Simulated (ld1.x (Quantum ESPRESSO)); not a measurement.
# indium (In), TM: configuration errors across variants

ld1.x (Quantum ESPRESSO) 7.5 input, shortened:

```
&input
   title='In', zed=49., rel=1, dft='PBE', iswitch=3,
   config='[Kr] 4d10 5s2 5p1'
 /
 &inputp
   pseudotype=2, tm=.true., lloc=2,
   nlcc=.false.
 /
3
5S  1  0   2.00   0.00  2.10  2.10  0.0
5P  2  1   1.00   0.00  2.65  2.65  0.0
4D  3  2  10.00   0.00  1.35  1.35  0.0
 &test
   configts(1)='4d10 5s2 5p1'
 /
```

All-electron excitation energies from the reference (eV): (1) 4d10 5s2 5p0 5.363; (2) 4d10 5s1 5p0 24.598; (3) 4d10 5s0 5p0 52.918; (4) 4d10 5s1 5p1 11.956; (5) 4d10 5s1 5p2 5.841.

Tests that are not counted but printed errors over 1 eV. “base”: 4d9 5s2 5p2 (solver errors, printed error -13.2 eV). “core correction a·sin(br)/r model core inside 0.66 bohr”: 4d9 5s2 5p2 (solver errors, printed error -1220 eV); 4d9 5s2 5p1 (solver errors, printed error -3.7 eV). “core correction a·sin(br)/r model core inside 0.98 bohr”: 4d9 5s2 5p1 (solver errors, printed error -3.7 eV). “core correction a·sin(br)/r model core inside 1.26 bohr”: 4d9 5s2 5p1 (solver errors, printed error -3.7 eV). “core correction a·sin(br)/r model core inside 1.64 bohr”: 4d9 5s2 5p1 (solver errors, printed error -3.7 eV).

A true bound ghost makes a file unfit for plane-wave use even where its test errors are small: the radial tests pick states by their node count and pass the ghost by. Where a test does run into it, the solver fails or the error is huge.

Errors AE − PS in meV (a dash: test not solved or not reliable):

| change | (1) | (2) | (3) | (4) | (5) | bound ghosts |
| --- | --- | --- | --- | --- | --- | --- |
| base | -0.2 | +13 | +67 | +2.4 | +0.5 | s, p |
| core correction a·sin(br)/r model core inside 0.66 bohr | -2.2 | -15 | -64 | -3.9 | -2.5 | s, p |
| core correction a·sin(br)/r model core inside 0.98 bohr | -2.2 | -15 | -64 | -4.0 | -2.5 | s, p |
| core correction a·sin(br)/r model core inside 1.26 bohr | -2.2 | -15 | -63 | -3.8 | -2.4 | s, p |
| core correction a·sin(br)/r model core inside 1.36 bohr | -2.2 | -15 | -62 | -3.7 | -2.4 | s, p |
| core correction a·sin(br)/r model core inside 1.64 bohr | -2.1 | -13 | -52 | -3.1 | -2.0 | s, p |

Question: Give the same row for: core correction a·sin(br)/r model core inside 0.80 bohr.

Answer: -2.2, -15, -64, -3.9, -2.5; bound ghosts: s, p. Not counted: 4d9 5s2 5p2 (solver errors, printed error -1220 eV); 4d9 5s2 5p1 (solver errors, printed error -2.2 eV).
